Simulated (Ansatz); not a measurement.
Compare A (`BC[SiH](O)F`) with its isomer B (`CBO[SiH2]F`).

Isolated molecules relaxed with PBE0-D4/def2-TZVP in Ansatz; ΔE leaves out vibrations. CCSD(T)/CBS adds triple-zeta CCSD(T) − MP2 to the extrapolated MP2 energy (def2 sets, frozen cores). Functionals use def2-TZVPP. B3LYP here is the variant with VWN-RPA as its local correlation; programs differ in this. One conformer a species, not always the lowest.

A:

Z-matrix (Å, degrees):
```
C
Si 1 1.871
B 1 1.536 2 109.3
H 1 1.096 2 103.1 3 121.8
H 1 1.095 2 104.8 3 -123.3
F 2 1.598 1 106.4 3 168.8
O 2 1.631 1 113.0 3 47.9
H 2 1.474 1 113.6 3 -73.1
H 3 1.198 1 120.6 2 -92.4
H 3 1.197 1 120.9 2 84.4
H 7 0.958 2 119.6 1 43.4
```

B:

Z-matrix (Å, degrees):
```
C
B 1 1.556
H 1 1.096 2 110.0
H 1 1.096 2 109.7 3 -115.1
H 1 1.091 2 113.8 3 122.6
O 2 1.363 1 120.6 3 -123.2
H 2 1.207 1 121.5 3 56.6
Si 6 1.637 2 131.8 1 -177.5
F 8 1.591 6 108.3 2 101.6
H 8 1.479 6 110.8 2 -16.6
H 8 1.475 6 108.1 2 -141.8
```

Question: Which is lower in electronic energy at CCSD(T)/CBS, and by how much? (Estimate.)

Answer: The calculation gave: B, by 117.3 kJ/mol.

Question: Give E(B) − E(A) in kJ/mol with B3LYP, ωB97M-V, CCSD(T)/def2-TZVPP, r2SCAN-D4, HF/def2-TZVPP, MP2/def2-TZVPP, PBE0-D4. (An estimate is asked.)

Answer: Computed: B3LYP -126.4, ωB97M-V -116.0, CCSD(T)/def2-TZVPP -119.2, r2SCAN-D4 -116.1, HF/def2-TZVPP -134.5, MP2/def2-TZVPP -117.6, PBE0-D4 -113.5. None reverses the order clearly.

Largest T1 diagnostic: 0.012.

In def2-TZVPP, CCSD(T) changes the Hartree–Fock value by +15.3 kJ/mol (the triples alone add +1.7 kJ/mol) and MP2 by +16.8 kJ/mol. The D4 term adds +4.1 kJ/mol with B3LYP and +2.1 kJ/mol with PBE0; it sums over pairs of atoms, weighted by their polarisabilities, and B3LYP, whose exchange is more repulsive, gets the larger term.
